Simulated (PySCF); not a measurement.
# Working out the ionisation energy of Tc

Tc [Kr] 4d5 5s2 (6S) → Tc+ [Kr] 4d5 5s1 (7S). Computed with PySCF 2.14 in x2c-TZVPall (8s6p6d1f, 63 functions), with scalar relativity by spin-free X2C-1e. Frozen: [Kr]. Energies in hartree (1 hartree = 27.21139 eV):

```tsv
part	Tc (lower)	Tc+ (upper)
UHF	-4283.046492	-4282.842939
MP2 opposite-spin	-0.035243	0.000000
MP2 same-spin	-0.061753	-0.062556
```

**Question.** What does Hartree-Fock give?

**Answer.** (-4282.842939) − (-4283.046492) = 0.203553 hartree = 5.539 eV.

**Question.** What do MP2 and SCS-MP2 (6/5 opposite-spin, 1/3 same-spin) give?

**Answer.** The opposite-spin parts differ by 0.959 eV and the same-spin parts by -0.022 eV. MP2: 5.539 + (0.959) + (-0.022) = 6.476 eV. SCS-MP2: 5.539 + 1.2 × (0.959) + (-0.022)/3 = 6.682 eV.

Measured between the centres of the two terms (NIST): 7.119 eV, so MP2 (valence) is off by -0.643 eV.

What remains against the reference includes basis incompleteness, the frozen core and correlation beyond second order.
